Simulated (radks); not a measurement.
The carbon anion C4-, [Ne], held by a Watson sphere: a shell of charge +3.5 at radius R that stands for the Madelung well of a crystal (potential energy -3.5/R inside, -3.5/r outside, in hartree with lengths in bohr). All-electron calculation, non-relativistic Kohn-Sham, PBEsol, spin-polarised, spherical densities, point nucleus. Program: a radial shooting solver on a logarithmic mesh with Libxc functionals. Response by self-consistent Sternheimer equations with the Hartree and adiabatic LDA kernel. The sphere does not respond.

R (bohr)  e(1s) (eV)  e(2s) (eV)  e(2p) (eV)  <r> 2p (bohr)  sum of <r^2> (bohr^2)  X-ray form factor at sin(theta)/lambda = 0.1 1/angstrom  alpha (bohr^3)
1.59         -258.90     -12.760      -3.890          1.834                  31.86                                                    8.041           22.86
2.08         -261.00     -11.115      -3.077          2.126                  41.94                                                    7.559           40.33
2.56         -262.78      -9.852      -2.439          2.411                  53.10                                                    7.105           68.33
2.8          -263.45      -9.375      -2.180          2.555                  59.22                                                    6.888           88.07
3.06         -264.04      -8.966      -1.942          2.714                  66.30                                                    6.665           114.9
3.23         -264.36      -8.752      -1.810          2.819                  71.20                                                    6.525           135.9
3.24         -264.38      -8.741      -1.802          2.826                  71.50                                                    6.517           137.2
3.78         -265.12      -8.305      -1.483          3.167                  88.61                                                    6.113           225.1
3.81         -265.16      -8.289      -1.469          3.187                  89.63                                                    6.093           231.0
